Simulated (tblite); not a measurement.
Start geometry of `CCCS[SiH2][SiH2][SiH3]` from a force field or distance geometry (Å):
```
atom  x, y, z in Å
C1    -3.4090   -0.4736   -0.7141
C2    -2.8172   -0.3801    0.6774
C3    -2.0792    0.9398    0.8062
S4    -0.7695    1.1754   -0.3985
Si5    0.8181   -0.2233    0.0841
Si6    2.7810    0.7852   -0.1949
Si7    4.5280   -0.5611   -0.0091
H8    -3.5675   -1.5007   -1.0263
H9    -2.7501    0.0850   -1.3941
H10   -4.4113    0.0696   -0.6816
H11   -3.7089   -0.3513    1.3648
H12   -2.1685   -1.2298    0.9226
H13   -1.6957    1.0232    1.8663
H14   -2.8239    1.7436    0.6891
H15    0.6912   -0.5072    1.5246
H16    0.6379   -1.4165   -0.7053
H17    2.9788    1.8961    0.7907
H18    2.8129    1.3184   -1.5598
H19    4.2797   -1.7986    0.7096
H20    5.1015   -0.7680   -1.3608
H21    5.5627    0.1909    0.7635
```

Q: What comes out of this run: tblite, GFN2-xTB geometry optimisation, gas phase?

A: 
```
atom  x, y, z in Å
C1    -3.416   -0.475   -0.791
C2    -2.751   -0.462    0.578
C3    -2.144    0.892    0.909
S4    -0.784    1.377   -0.212
Si5    0.774   -0.010    0.318
Si6    2.815    0.908   -0.270
Si7    4.563   -0.588   -0.043
H8    -3.799   -1.467   -1.021
H9    -2.698   -0.192   -1.558
H10   -4.242    0.232   -0.819
H11   -3.490   -0.697    1.349
H12   -1.971   -1.226    0.619
H13   -1.749    0.908    1.925
H14   -2.884    1.684    0.802
H15    0.569   -0.246    1.750
H16    0.454   -1.285   -0.336
H17    3.065    2.109    0.544
H18    2.749    1.428   -1.644
H19    4.129   -1.805    0.650
H20    5.120   -1.020   -1.325
H21    5.682   -0.048    0.729
```

The energy falls by 55.9 kJ/mol over 122 L-BFGS steps, the largest force on an atom goes from 1.93 to 0.007 eV/Å, and the atoms move by 0.262 Å rms after alignment. The bond that changes most is Si6–Si7 (SiH2 silicon to SiH3 silicon), which lengthens by 0.099 Å. Bonds longer at the end by more than 0.005 Å: 6 of 20; shorter: 10. Among the angles that change most is Si6–Si5–H15, from 106.6° to 115.8°. Among the dihedrals that turn most is H9–C1–C2–H11, from 146° to 177°. Rotational constants go from 3632, 401.4, 385.4 to 3216, 397.1, 377.9 MHz. The orientation of the end geometry is arbitrary; only internal coordinates are fixed.

Time: 2.3 s wall. Hardware: Arm Neoverse N1, one thread, shared host with 64 logical CPUs at a one-minute load of 60.

Its lowest GFN2-xTB frequency is 13i cm⁻¹, too small to tell a flat minimum from a shallow saddle. One conformer, not necessarily the lowest.

All values are computed, not measured.
